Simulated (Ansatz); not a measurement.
Al2FH3OSi (`O[SiH]1[AlH][Al]1[F]`). Charge 0, multiplicity 1.

```xyz
8

O    -1.543   -0.315   -1.860
Si   -0.484    0.157   -0.689
Al    1.692   -0.450    0.093
Al    0.161    1.085    1.408
F    -0.146    2.265    2.524
H    -2.480   -0.177   -1.700
H    -0.094   -1.085    0.332
H     2.893   -1.480   -0.109
```

(1) What are the harmonic wavenumbers in cm⁻¹ at PBE0-D4/def2-TZVP (Ansatz, finite differences of forces, unscaled)? (Best estimate.)

(2) Is this a minimum?

(3) Give the ideal-gas thermochemistry at 298.15 K and 1 bar (rigid rotor, harmonic oscillator; point group C1, symmetry number 1).

(4) Rotational constants (cm⁻¹)?

## Answers

(1) Computed: 88, 125, 157, 207, 238, 298, 353, 405, 432, 461, 515, 762, 840, 908, 916, 1529, 1877, 3888.

(2) Yes, all 18 modes are real.

(3) Zero-point energy 83.7 kJ/mol; H(298) − E = 107.4 kJ/mol; entropy 370.1 J/(mol·K), of which translation 168.6, rotation 119.3, vibration 82.2; G(298) − E = -3.0 kJ/mol. Modes under 100 cm⁻¹ are hindered rotations or soft bends, so the harmonic entropy is rough.

(4) 0.1096, 0.05053, 0.03493.
